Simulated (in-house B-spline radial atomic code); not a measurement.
Configurations of the cerium ion Ce⁵⁺, with energies counted from [Kr] 4d10 5s2 5p5. Computed with a radial B-spline atomic code at the basis-set limit: scalar-relativistic (X2C) CAM-B3LYP, spin-polarised, spherical fractional occupations, exact exchange averaged over the configuration, Fermi nucleus of rms radius 4.8771 fm. Shells without spins written out take the highest spin.

Occupations are held fixed; configurations that lie above the ionisation limit could autoionise.

```json
{"configuration": "[Kr] 4d10 5s1 5p5 5d1", "E - E(ref) (eV)": "44.806", "highest orbital": "5d up", "its <r> (bohr)": "1.962"}
{"configuration": "[Kr] 4d10 5s2 5p4 6d1", "E - E(ref) (eV)": "50.347", "highest orbital": "6d up", "its <r> (bohr)": "3.886"}
{"configuration": "[Kr] 4d9 4f1 5s2 5p5", "E - E(ref) (eV)": "106.97", "highest orbital": "4f up", "its <r> (bohr)": "0.9198"}
{"configuration": "[Ar] 3d9 4s2 4p6 4d10 5s2 5p5 6s1", "E - E(ref) (eV)": "916.93", "highest orbital": "6s up", "its <r> (bohr)": "2.799"}
```

(1) Order these further configurations by energy, lowest first.
A. [Kr] 4d10 4f1 5s2 5p4
B. [Kr] 4d10 5s1 5p5 6f1
C. [Kr] 4d9 5s2 5p5 5d1
D. [Kr] 4d10 5s2 5p4 6p1

Results:

(1) A (11.639 eV), D (41.108 eV), B (79.999 eV), C (126.02 eV).
